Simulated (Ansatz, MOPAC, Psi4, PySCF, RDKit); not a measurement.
Complex: H2 (SMILES [H][H]) (first 2 atoms) with CH3NO (SMILES NC=O); geometry from B3LYP-D3(BJ)/def2-TZVP, rigid monomers moved along the line of their centres of mass till H1···O5 is 4.63 Å.
(charge 0, multiplicity 1):
```xyz
8

H     -0.315    -0.215     0.474
H      0.006    -0.006    -0.168
N      1.084     0.803     5.385
C      0.010     0.090     5.802
O     -0.782    -0.463     5.071
H      1.264     0.899     4.399
H      1.705     1.240     6.043
H     -0.076     0.061     6.903
```

Interaction energies are E(AB) − E(A) − E(B) at the monomers' geometry in the complex; basis-set methods are counterpoise corrected. Rows marked so take none. RDKit's UFF carries no charges.

Correlated levels freeze the cores. CBS: X⁻³ extrapolation of the correlation energy, Hartree–Fock from the larger set. Rows in 6-31G* carry no dispersion term and start afresh at each structure (6-31G* with six Cartesian d functions). The state that PM3 reach isn't checked.

Codes used: Ansatz (an electronic-structure program) with Gaussian orbitals; MOPAC for PM3 (differences of heats of formation); Psi4 for SAPT; PySCF for 6-31G* rows, the dispersion terms; RDKit for the force fields. Values without a source in brackets are computed.

| level | interaction energy (meV) |
|---|---|
| UFF | -2.2 |
| PM3 | -0.3 |
| BP86/6-31G* (no counterpoise) | -2.7 |
| B3LYP/6-31G* (no counterpoise) | -3.0 |
| PBE0-D3(BJ)/def2-TZVPPD | -7.4 |
| PBE0-D4/def2-TZVPPD | -8.3 |
| SCS-MP2/aug-cc-pVDZ | -5.6 |
| MP2/CBS(aug-cc-pVDZ, aug-cc-pVTZ) + ΔCCSD(T)/aug-cc-pVDZ | [?] |
| SAPT0/jun-cc-pV(D+d)Z | [?] |

Q: What belongs in the gaps?

A: 
- MP2/CBS(aug-cc-pVDZ, aug-cc-pVTZ) + ΔCCSD(T)/aug-cc-pVDZ, interaction energy (meV): -6.7
- SAPT0/jun-cc-pV(D+d)Z, interaction energy (meV): -6.2
